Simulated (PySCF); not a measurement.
CrO3, SMILES [O]=[Cr](=[O])=[O], multiplicity 1. Heavy atoms are numbered as in [Cr:1](=[O:2])(=[O:3])=[O:4].

Geometry optimised at PBE0-D3(BJ)/def2-SVP. The multiplicity is an assumed one; other spin states were not compared. The isomer is the one that the SMILES or the coordinates give; other isomers of the formula were not compared.

Computed with HF/def2-TZVPD run with PySCF.

Mulliken values depend strongly on the basis, most of all with diffuse functions as here. Atomic charges (e), one atom of each kind:

```json
[
 {"atom": "Cr1", "meta-Löwdin": "[?]", "Mulliken": "2.20"},
 {"atom": "O2", "meta-Löwdin": "[?]", "Mulliken": "-0.73"}
]
```

Question: Some entries are withheld; supply them. (The exact figures need the calculation; the answer reports its results.)

Answer: 
- Cr1, meta-Löwdin: 1.73
- O2, meta-Löwdin: -0.58
